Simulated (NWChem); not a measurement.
C$_{2}$HF$_{4}$, doublet; SMILES F[CH]C(F)(F)F

```xyz
7

F     -0.0873    -1.9989    -0.0172
C      0.7064    -0.9309    -0.0985
C      0.0206     0.3882    -0.0253
F     -0.5066     0.6384     1.1984
F     -0.9888     0.4696    -0.9109
F      0.9151     1.3610    -0.2896
H      1.7251    -1.0645     0.2478
```
Atoms are numbered in this order, from 1.

Level: B3LYP/6-31G* (spherical d), spin-unrestricted (NWChem), optimised geometry, unscaled harmonic frequencies. 

```
frequency (cm⁻¹)  IR intensity (km/mol)
----------------  ---------------------
77                                  3.2
208                                 1.4
331                                10.8
413                                 0.7
487                                 7.4
547                                 3.9
609                                 7.6
673                                31.8
868                                24.2
1158                              287.8
1207                               35.6
1223                              320.2
1298                              162.0
1461                               22.1
3240                                4.7
```

```
Quantity                                                                                              Value
-----------------------------------------------------------------------------------------  ----------------
zero-point energy                                                                             19.7 kcal/mol
thermal correction to the enthalpy at 298.15 K (with zero-point energy)                       23.9 kcal/mol
heat capacity Cv                                                                           18.5 cal/(mol K)
entropy at 298.15 K and 1 atm (symmetry number 1, electronic part: spin degeneracy alone)  78.1 cal/(mol K)
dipole moment                                                                                        1.59 D
```

Rigid rotor and harmonic oscillator; modes under 100 cm⁻¹ make the entropy uncertain.
